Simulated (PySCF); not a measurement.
Mayer bond orders and bond lengths

C3H6N2OSi.
SMILES with atom numbers: `[SiH3:1][O:2][c:3]1[cH:4][n:5][cH:6][nH:7]1` (hydrogens: H8, H9, H10 on Si1; H11 on C4; H12 on C6; H13 on N7)

Cartesian coordinates in Å at the GFN2-xTB level; atoms count from 1:
```
atom  x, y, z in Å
Si1    2.4145   -0.0115    0.4046
O2     0.9359   -0.7059    0.3651
C3    -0.2603   -0.1807    0.0903
C4    -0.6893    1.0714   -0.2478
N5    -2.0401    1.0598   -0.4211
C6    -2.4261   -0.1597   -0.1966
N7    -1.3793   -0.9699    0.1227
H8     3.1764   -1.1953    0.7707
H9     2.7571    0.5338   -0.9082
H10    2.4517    1.0529    1.4064
H11   -0.1129    1.9645   -0.3745
H12   -3.4377   -0.5068   -0.2496
H13   -1.3942   -1.9521    0.3418
```

Bond orders from the PBE0/pcSseg-1 density (PySCF). Isolated species at its GFN2-xTB geometry (one conformer only).

Q: Where do the orders between heavy atoms depart from those drawn in the SMILES?

A: The largest departure is 0.388, at N7–C3 (drawn aromatic, 1.112), counting aromatic bonds as 1.5. The bonds drawn aromatic range from 1.11 to 1.65.

Q: Set the Mayer orders of the bonds between heavy atoms beside their lengths.

A: 
```tsv
bond	drawn as	length (Å)	Mayer order
Si1–O2	single	1.634	0.900
O2–C3	single	1.335	0.964
C3–C4	aromatic	1.366	1.536
C4–N5	aromatic	1.362	1.311
N5–C6	aromatic	1.299	1.645
C6–N7	aromatic	1.362	1.136
N7–C3	aromatic	1.370	1.112
```

Bonds between the same two heavy elements. C–N: lowest N7–C3 (1.112, 1.370 Å), highest N5–C6 (1.645, 1.299 Å).

Q: And the bonds to hydrogen?

A: H–Si: 0.92 to 0.95 (3 bonds); C–H: 0.97 to 0.98 (2 bonds); H–N: 0.93 (1 bond).

Q: Sum the orders of all bonds at each heavy atom with more than one neighbour and set the sums beside the valence in the SMILES.

A: Si1 3.694 (drawn 4), O2 1.864 (drawn 2), C3 3.612 (drawn 4), C4 3.827 (drawn 4), N5 2.956 (drawn 3), C6 3.752 (drawn 4), N7 3.174 (drawn 3). Orders between atoms that aren't bonded are not in these sums.

For a closed shell the Mayer order of atoms A and B is Σ (PS)μν (PS)νμ over the basis functions μ on A and ν on B, with P the density and S the overlap matrix.
